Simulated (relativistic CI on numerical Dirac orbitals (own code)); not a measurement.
Radial parameters of Sc XX

Method of calculation: Dirac-Coulomb-Breit CI, separate exchange-only KLI orbitals for each configuration, model QED (radiative potential, 1s self-energy scaled to tabulated hydrogen-like ionisation energies), unscaled Slater integrals (own radial code, finite nucleus).

Slater integrals F^k, G^k are unscaled and averaged over j, outside the closed core (none); ζ comes from projecting the Hamiltonian with its Breit term on Σ l·s of the shell.

- 1s2s: G^0(1s,2s) = 96924 cm⁻¹; <r>(1s) = 0.07113, <r^2>(1s) = 0.00677, <r>(2s) = 0.2921, <r^2>(2s) = 0.09964 (bohr units).
- 1s2p: G^1(1s,2p) = 215450, ζ(2p) = 40394 cm⁻¹; <r>(1s) = 0.07114, <r^2>(1s) = 0.006773, <r>(2p) = 0.2468, <r^2>(2p) = 0.07326 (bohr units).
- 1s3s: G^0(1s,3s) = 25501 cm⁻¹; <r>(1s) = 0.071, <r^2>(1s) = 0.006742, <r>(3s) = 0.6624, <r^2>(3s) = 0.4987 (bohr units).

Averages of the first 10 configurations, taken without configuration mixing, which lowers the lowest level and can move excited configurations by several eV; other configurations of the list can lie among them:

```tsv
Configuration	Parity	States	Average energy above the lowest level (eV)
1s²	even	1	0.0
1s2s	even	4	4275.9
1s2p	odd	12	4300.9
1s3s	even	4	5057.7
1s3p	odd	12	5064.7
1s3d	even	20	5068.0
1s4s	even	4	5328.6
1s4p	odd	12	5331.5
1s4d	even	20	5332.9
1s4f	odd	28	5333.1
```
